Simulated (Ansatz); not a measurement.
System: SF, net charge 0, doublet state. SMILES: F[S]
Coordinates optimised at B3LYP-D3(BJ)/def2-TZVP (Ansatz, a quantum-chemistry and plane-wave program):
```xyz
2

S      0.0000     0.0000    -0.5793
F      0.0000     0.0000     1.0299
```
Charge 0, spin multiplicity 2.

Wanted: atomisation energy, in kcal/mol. Conventions: valence correlation only; non-relativistic; 6-31G* and kin with 6d, 5d where marked; spin-orbit terms left out; UHF or UKS for open shells; atomisation electronic, to ground-state atoms. CBS marks a two-point X^-3 extrapolation of the correlation energy; Hartree-Fock from the larger set (for Q and 5 zeta extrapolated as (X+1)exp(-9√X)). First-principles rows: single points at B3LYP-D3(BJ) geometries (Ansatz).

```csv
species,coefficient,"E at B3LYP/6-31G* (Ansatz), Eh","E at PBE0/def2-TZVPD (Ansatz), Eh"
F[S],-1,-497.94859,-497.78579
F atom,+1,-99.71553,-99.67703
S atom,+1,-398.10499,-397.97420
```

Coupled cluster (Ansatz) is a level with limits of its own, used here on species with T1 under 0.025 (0.045 for open shells) and stable references: CCSD(T)/CBS(cc-pV(Q+d)Z,cc-pV(5+d)Z). Value to compare with, CCSD(T)/CBS(cc-pV(Q+d)Z,cc-pV(5+d)Z) (Ansatz): 84.7 kcal/mol. 1 Eh = 627.5095 kcal/mol.

Task: Work the quantity out at each level, and compare with CCSD(T)/CBS(cc-pV(Q+d)Z,cc-pV(5+d)Z) (Ansatz).

Result: 
- B3LYP/6-31G*: the sum of coefficient times E is 0.12807 Eh, or 80.37 kcal/mol. Result: 80.4 kcal/mol. Its difference against CCSD(T)/CBS(cc-pV(Q+d)Z,cc-pV(5+d)Z) (Ansatz) is -4.3 kcal/mol.
- PBE0/def2-TZVPD: the sum of coefficient times E is 0.13456 Eh, or 84.44 kcal/mol. Result: 84.4 kcal/mol. Its difference against CCSD(T)/CBS(cc-pV(Q+d)Z,cc-pV(5+d)Z) (Ansatz) is -0.3 kcal/mol.
